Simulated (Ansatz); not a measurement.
Species: CCl₃, net charge 1, singlet state. SMILES of the parent species: Cl[C](Cl)Cl
Geometry from a B3LYP-D3(BJ)/def2-TZVP (Ansatz, a first-principles code) optimisation:
```
C
Cl 1 1.6512
Cl 1 1.6512 2 120.00
Cl 1 1.6512 2 120.00 3 180.00
```
Charge +1, spin multiplicity 1.

Parts of the frozen-core correlation energy in STO-3G (Ansatz, hartree). Frozen orbitals: 16; correlated occupied orbitals by spin: 12 and 12; virtual: 4 and 4. No spin-orbit coupling. Non-relativistic.

```tsv
term	value
reference (HF)	-1400.76043
MP2 opposite-spin	-0.08786
MP2 same-spin	-0.02760
CCSD correlation	-0.12789
(T)	-0.00571
FCI minus CCSD(T)	-0.00133
T1 diagnostic	0.015
largest doubles amplitude	0.084
```
